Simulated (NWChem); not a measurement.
Everything below was run with NWChem. System: HS₂, charge 0, spin multiplicity 4, at the geometry of a parent with another charge or spin, in a state set for the comparison that need not be this species' ground state. Its SCF solution wasn't tested for a lower state. Level: UMP2/def2-TZVP, 10 core orbitals frozen.

Output (cleaned and shortened):

```
             Northwest Computational Chemistry Package (NWChem) 7.3.0
             --------------------------------------------------------

                                NWChem Input Module
                                -------------------

 Scaling coordinates for geometry "geometry" by  1.889725989
 (inverse scale =  0.529177249)

 Turning off AUTOSYM since
 SYMMETRY directive was detected!

                             Geometry "geometry" -> ""
                             -------------------------

 Output coordinates in angstroms (scale by  1.889725989 to convert to a.u.)

  No.       Tag          Charge          X              Y              Z
 ---- ---------------- ---------- -------------- -------------- --------------
    1 S                   16.0000     0.43064800     0.93505400     0.00000000
    2 S                   16.0000    -0.46774200    -0.82953500     0.00000000
    3 H                    1.0000     0.59350700    -1.68829500     0.00000000

 Effective nuclear repulsion energy (a.u.)      77.8379771755

            Nuclear Dipole moment (a.u.)
            ----------------------------
        X                 Y               Z
 ---------------- ---------------- ----------------
     0.0000056692     0.0000170075     0.0000000000

      Symmetry information
      --------------------

 Group name             Cs
 Group number              2
 Group order               2
 No. of unique centers     3

      Symmetry unique atoms

     1    2    3


 Summary of "ao basis" -> "" (spherical)
 ------------------------------------------------------------------------------
       Tag                 Description            Shells   Functions and Types
 ---------------- ------------------------------  ------  ---------------------
 *                         def2-tzvp                  on all atoms

 Summary of "ao basis" -> "ao basis" (spherical)
 ------------------------------------------------------------------------------
       Tag                 Description            Shells   Functions and Types
 ---------------- ------------------------------  ------  ---------------------
 S                         def2-tzvp                13       37   5s5p2d1f
 H                         def2-tzvp                 4        6   3s1p

                                 NWChem SCF Module
                                 -----------------

  ao basis        = "ao basis"
  functions       =    80
  atoms           =     3
  alpha electrons =    18
  beta  electrons =    15
  charge          =   0.00
  wavefunction    = UHF
  use symmetry    = T
  symmetry adapt  = T

 Summary of "ao basis" -> "ao basis" (spherical)
 ------------------------------------------------------------------------------
       Tag                 Description            Shells   Functions and Types
 ---------------- ------------------------------  ------  ---------------------
 S                         def2-tzvp                13       37   5s5p2d1f
 H                         def2-tzvp                 4        6   3s1p

      Symmetry analysis of basis
      --------------------------

        a'         55
        a"         25

 Forming initial guess at       0.0s

   Symmetry analysis of molecular orbitals - initial alpha
   -------------------------------------------------------

  Numbering of irreducible representations:

     1 a'          2 a"

  Orbital symmetries:

     1 a'          2 a'          3 a'          4 a'          5 a'
     6 a"          7 a'          8 a'          9 a"         10 a'
    11 a'         12 a'         13 a'         14 a'         15 a"
    16 a'         17 a"         18 a'         19 a'         20 a'
    21 a'         22 a"         23 a'         24 a'         25 a"
    26 a'         27 a"         28 a'

   Symmetry analysis of molecular orbitals - initial beta
   ------------------------------------------------------

  Numbering of irreducible representations:

     1 a'          2 a"

  Orbital symmetries:

     1 a'          2 a'          3 a'          4 a'          5 a'
     6 a'          7 a"          8 a'          9 a'         10 a"
    11 a'         12 a'         13 a'         14 a'         15 a"
    16 a'         17 a"         18 a'         19 a'         20 a'
[...]
  ----- ------------  ---------------      ----- ------------  ---------------
    77      1.803022  3 H  s                 42     -1.198418  2 S  s
    55     -0.833246  2 S  px                56      0.584516  2 S  py
    19     -0.266897  1 S  py                52     -0.154273  2 S  px
    40      0.151969  2 S  s

 center of mass
 --------------
 x =  -0.01710218 y =   0.04865002 z =   0.00000000

 moments of inertia (a.u.)
 ------------------
         188.496820503667         -86.723987506758           0.000000000000
         -86.723987506758          47.402613259493           0.000000000000
           0.000000000000           0.000000000000         235.899433763160

  Mulliken analysis of the total density
  --------------------------------------

    Atom       Charge   Shell Charges
 -----------   ------   -------------------------------------------------------
    1 S   16    15.96   2.01  0.49  1.47  1.14  0.78  4.17  1.70  0.83  2.16  1.06  0.04  0.11  0.01
    2 S   16    16.21   2.01  0.49  1.48  1.08  0.76  4.18  1.69  0.86  2.31  1.17  0.05  0.12  0.01
    3 H    1     0.83   0.22  0.48  0.10  0.02

  Mulliken analysis of the alpha density
  --------------------------------------

    Atom       Charge   Shell Charges
 -----------   ------   -------------------------------------------------------
    1 S   16     9.00   1.00  0.25  0.73  0.60  0.37  2.12  0.82  0.60  1.64  0.77  0.03  0.06  0.00
    2 S   16     8.58   1.00  0.25  0.74  0.57  0.37  2.10  0.84  0.52  1.39  0.70  0.03  0.07  0.01
    3 H    1     0.42   0.11  0.24  0.05  0.01

   Mulliken analysis of the beta density
   -------------------------------------

    Atom       Charge   Shell Charges
 -----------   ------   -------------------------------------------------------
    1 S   16     6.96   1.00  0.24  0.74  0.54  0.41  2.05  0.87  0.23  0.52  0.28  0.01  0.05  0.01
    2 S   16     7.63   1.00  0.24  0.74  0.51  0.39  2.07  0.86  0.34  0.92  0.47  0.02  0.05  0.01
    3 H    1     0.41   0.11  0.24  0.05  0.01

   Mulliken analysis of the spin density
   -------------------------------------

    Atom       Charge   Shell Charges
 -----------   ------   -------------------------------------------------------
    1 S   16     2.04   0.00  0.00 -0.01  0.06 -0.04  0.07 -0.05  0.36  1.12  0.49  0.01  0.01 -0.00
    2 S   16     0.95   0.00  0.00 -0.00  0.07 -0.03  0.03 -0.02  0.17  0.48  0.23  0.01  0.01  0.00
    3 H    1     0.01   0.00  0.00 -0.00  0.00

       Multipole analysis of the density wrt the origin
       ------------------------------------------------

     L   x y z        total         alpha         beta         nuclear
     -   - - -        -----         -----         ----         -------
     0   0 0 0     -0.000000    -18.000000    -15.000000     33.000000

     1   1 0 0      0.350337     -0.279959      0.630290      0.000006
     1   0 1 0     -0.197674     -0.974347      0.776656      0.000017
     1   0 0 1      0.000000     -0.000000      0.000000      0.000000

     2   2 0 0    -19.676337    -25.834873    -18.196462     24.354998
     2   1 1 0     -2.956392    -25.467658    -19.088009     41.599275
     2   1 0 1     -0.000000     -0.000000      0.000000      0.000000
     2   0 2 0    -21.198368    -69.400264    -51.250849     99.452744
     2   0 1 1      0.000000      0.000000      0.000000      0.000000
     2   0 0 2    -20.354500    -12.415103     -7.939397      0.000000

                   NWChem MP2 Semi-direct Energy/Gradient Module
                   ---------------------------------------------

  Basis functions       =     80
  Molecular orbitals    =     80
  Frozen core           =     10
  Frozen virtuals       =      0
  Active alpha occupied =      8
  Active beta occupied  =      5
  Active alpha virtual  =     62
  Active beta virtual   =     65
  Use MO symmetry       = T
  Use skeleton AO sym   = T

  AO/Fock/Back tols     =   1.0D-09  1.0D-09  1.0D-09

 GA uses MA = F    GA memory limited = T

 Available:
  local mem=  1.26D+08
 global mem=  1.44D+08
 local disk=  0.00D+00
  mp2_memr nvloc                    62
  nvloc new                    62
   1 passes of   8:        4194304                      37846                   5400757.
   1 passes of   8: M    126152253           G      144166400           F     121957949.

 Semi-direct pass number   1 of   1  for UHF alpha       at        1.2s
  vrange nnbf                  3196
  mp2_eaftype                    20  avail_ma_in_mb                  1099
 EAF : mp2_eaftype filesize          20    2700379.
  mp2_eaf for mointskh                     20
Node 0 wrote     12.7 Mb in      0.0 s     Agg I/O rate:  2480.4 Mb/s
 Done moints_semi at        2.2s
  mp2_eaftype                    20  avail_ma_in_mb                  1079
 EAF : mp2_eaftype filesize          20    2700379.
  mp2_eaf for kh                    20
 Done maket at        2.2s
 Done multipass loop at        2.2s

 GA uses MA = F    GA memory limited = T

 Available:
  local mem=  1.26D+08
 global mem=  1.44D+08
 local disk=  0.00D+00
  mp2_memr nvloc                    65
  nvloc new                    65
   1 passes of   5:        4194304                      29299                   3542603.
   1 passes of   5: M    126152253           G      144166400           F     121957949.

 Semi-direct pass number   1 of   1  for UHF beta        at        2.2s
  vrange nnbf                  3196
  mp2_eaftype                    13  avail_ma_in_mb                  1099
 EAF : mp2_eaftype filesize          13    1771301.
  mp2_eaf for mointskh                     13
Node 0 wrote      8.3 Mb in      0.0 s     Agg I/O rate:  1584.6 Mb/s
 Done moints_semi at        3.1s
  mp2_eaftype                    13  avail_ma_in_mb                  1086
 EAF : mp2_eaftype filesize          13    1771301.
  mp2_eaf for kh                    13
 Done maket at        3.1s
 Done multipass loop at        3.1s

          -------------------------------------------
          SCF energy                -795.509572772712
          Correlation energy          -0.313086227765
          Singlet pairs                0.000000000000
          Triplet pairs                0.000000000000
          Total MP2 energy          -795.822659000476
          -------------------------------------------

          ---------------------------------------------------
                    Spin Component Scaled (SCS) MP2
          Same spin pairs                     -0.082002128412
          Same spin scaling factor             0.333333333333
          Opposite spin pairs                 -0.231084099353
          Opposite spin scaling fact.          1.200000000000
          SCS-MP2 correlation energy          -0.304634962028
          Total SCS-MP2 energy              -795.814207734739
          ---------------------------------------------------

 -----------------------
 Performance information
 -----------------------

 Timer overhead =  9.61D-08 seconds/call

               Nr. of calls         CPU time (s)                 Wall time (s)                GFlops
             ---------------    -------------------     ------------------------------   -------------------
Name         Min   Avg   Max    Min     Avg     Max     Min     Avg     Max   Mx/calls   Min     Max     Sum
mp2: moin     2     2     2    1.8     1.8     1.8      1.8     1.8     1.8    0.91      0.0     0.0     0.0
mp2: make     2     2     2   7.03E-2 7.03E-2 7.03E-2  7.03E-2 7.03E-2 7.03E-2 3.51E-2   0.0     0.0     0.0
mp2: tota     1     1     1    1.9     1.9     1.9      1.9     1.9     1.9     1.9      0.0     0.0     0.0

 The average no. of pstat calls per process was 5.00D+00
 with a timing overhead of 4.81D-07s

 Task  times  cpu:        3.1s     wall:        3.1s

 Total times  cpu:        3.1s     wall:        3.1s
```

Write an NWChem input that would produce this output.

One answer among several that fit: 
```
start mol
memory heap 200 mb stack 900 mb global 1100 mb
geometry units angstroms nocenter noautoz
  S      0.430648     0.935054     0.000000
  S     -0.467742    -0.829535     0.000000
  H      0.593507    -1.688295     0.000000
  symmetry group Cs
end
basis spherical
  * library def2-tzvp
end
scf
  uhf
  nopen 3
  maxiter 100
  thresh 1e-7
  semidirect memsize 60000000 filesize 0
  # guess.movecs holds the orbitals of an unrestricted PBE0 run
  vectors input guess.movecs output mol.movecs
end
mp2
  freeze core 10
end
task mp2 energy
```
